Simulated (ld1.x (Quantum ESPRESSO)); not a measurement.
# Fe: PAW pseudisation with LDA (PZ), non-relativistic reference atom.

```json
{
 "Element": "iron",
 "Generator": "ld1.x (Quantum ESPRESSO) 7.5",
 "Type": "PAW",
 "Functional": "LDA (PZ)",
 "Relativity": "non-relativistic",
 "Frozen core": "[Ne]",
 "Valence charge": "16",
 "Reference configuration": "3s2 3p6 3d6 4s1 4p0 (charge +1)",
 "Partial waves": "3s (bound): rcut 1.20, rcutus 1.25 bohr; 4s (bound): rcut 1.20, rcutus 1.25 bohr; 3p (bound): rcut 1.20, rcutus 1.35 bohr; 4p (bound, empty): rcut 1.20, rcutus 1.35 bohr; 3d (bound): rcut 1.55, rcutus 1.75 bohr; 3d channel at -0.15 Ry: rcut 1.55, rcutus 1.75 bohr",
 "Local potential": "all-electron potential smoothed inside 1.70 bohr (lloc = -1)",
 "Core correction": "a·sin(br)/r model core inside 0.55 bohr",
 "Augmentation charge": "BESSEL, radius 1.10 bohr"
}
```

Poles of the logarithmic derivatives, all-electron (AE) and pseudo (PS). s: poles at -7.2 (AE) and -7.2 (PS) Ry. p: poles at -4.8 (AE) and -4.8 (PS) Ry. d: poles at -0.7 (AE) and -0.7 (PS) Ry. Test radius 1.89 bohr.

- Cutoffs needed: 50 Ry and 90 Ry (the cutoffs (Ry, on a coarse ladder) from which the occupation-weighted sum of valence levels, in a spherical-Bessel basis at the reference potential, stays within 10 and 1 mRy of its value at 400 Ry)
- Ghost test: no extra level below or beside the all-electron valence levels (s, p, d, f tested) (spherical-Bessel basis up to 400 Ry, 20 bohr box)
- Configuration tests: 1 of 9 tests not solved or not reliable; not counted: 3s2 3p6 3d4 4s0 4p0 (solver errors, printed error -1951 eV)
- Lowest eigenvalue of the overlap operator: 0.16 (p channel)
